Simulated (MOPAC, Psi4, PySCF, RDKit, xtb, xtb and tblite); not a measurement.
Two geometries of SMILES C(/C=C\O[SiH3])=C, singlet, relaxed at GFN2-xTB with one dihedral held; other torsions can differ between them too.

Structure A

```
14

C     -1.1548    -1.1976     4.7685
C     -0.3503    -0.4976     3.9879
C      0.0365    -0.9013     2.6263
C     -0.6039    -0.5863     1.5084
O     -1.7313     0.1291     1.3780
Si    -2.8209     0.8343     2.3551
H     -1.6148    -2.1111     4.4288
H     -1.3917    -0.8847     5.7713
H      0.1210     0.4064     4.3584
H      0.9531    -1.4688     2.5428
H     -0.2290    -0.9130     0.5438
H     -3.5529    -0.1577     3.1413
H     -2.2055     1.8140     3.2503
H     -3.6433     1.4610     1.3288
```

Structure B

```
14

C     -2.9252     0.5728     2.4596
C     -2.4766    -0.1700     1.4514
C     -1.1028    -0.5874     1.3262
C     -0.5633    -1.3304     0.3536
O     -1.1410    -1.8648    -0.7262
Si    -2.5754    -1.9788    -1.4777
H     -2.2712     0.9065     3.2486
H     -3.9562     0.8723     2.5317
H     -3.1596    -0.4880     0.6761
H     -0.4351    -0.2602     2.1108
H      0.4956    -1.5704     0.3876
H     -3.5652    -2.6490    -0.6314
H     -3.0717    -0.6596    -1.8754
H     -2.1722    -2.7908    -2.6163
```

Problem. Which is lower in energy at the level M06-2X/def2-TZVP // GFN2-xTB (Psi4), and by how much?

Solution. B is lower, by 3.49 kcal/mol (dihedral C1–C2–C3–C4: 90° in A, 180° in B).

E(B) − E(A) in kcal/mol at the other levels, on the same two geometries: GFN2-xTB (xtb and tblite) -4.78; MMFF94 // GFN2-xTB (RDKit) -2.14; PBE/def2-TZVP // GFN2-xTB (Psi4) -6.00; PBE-D3(BJ)/def2-TZVP // GFN2-xTB (Psi4) -5.52; UFF // GFN2-xTB (RDKit) -1.57; PM7, restricted, heats of formation // GFN2-xTB (MOPAC) 2.29; AM1, restricted, heats of formation // GFN2-xTB (MOPAC) -2.04; GFN1-xTB // GFN2-xTB (xtb) -5.04; restricted B3LYP/6-31G*, spherical d, density fitting // GFN2-xTB (PySCF) -5.19; restricted Hartree-Fock/LANL2DZ, with its core potentials past Ne // GFN2-xTB (PySCF) -4.88; restricted B3LYP/LANL2DZ, with its core potentials past Ne // GFN2-xTB (PySCF) -6.71; restricted Hartree-Fock/3-21G // GFN2-xTB (PySCF) -1.98.
